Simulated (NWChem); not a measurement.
**Ionisation of F3S**

```
S
F 1 1.5950
F 1 1.6717 2 88.11
F 1 1.6717 2 88.11 3 -161.04
```
Charge 0, spin multiplicity 2.

Program: NWChem. Structure: optimised with UPBE0/def2-SVP, a minimum by its harmonic frequencies.

Basis set: def2-TZVP. The species with one electron less has spin multiplicity 1 and keeps the geometry of the parent. Δ marks differences of total energies (open shells unrestricted). −ε marks an orbital energy of the parent. That orbital need not have the symmetry of the hole or added electron in the Δ rows. That singlet is a closed-shell solution.

B3LYP has NWChem's definition, with VWN1-RPA local correlation. The structure started from a generated list of species. The unpaired electrons of the parent sit in orbitals of symmetry a' (Cs labels of the run); other states weren't searched. The stability of the SCF solutions was not checked.

Order these methods by the first vertical ionisation energy they give, lowest first: ΔPBE, −ε(alpha HOMO) of PBE, ΔB3LYP, −ε(alpha HOMO) of B3LYP, ΔLDA (SVWN5).

−ε(alpha HOMO) of PBE (6.68 eV), −ε(alpha HOMO) of B3LYP (8.20 eV), ΔPBE (10.73 eV), ΔLDA (SVWN5) (10.88 eV), ΔB3LYP (11.30 eV)
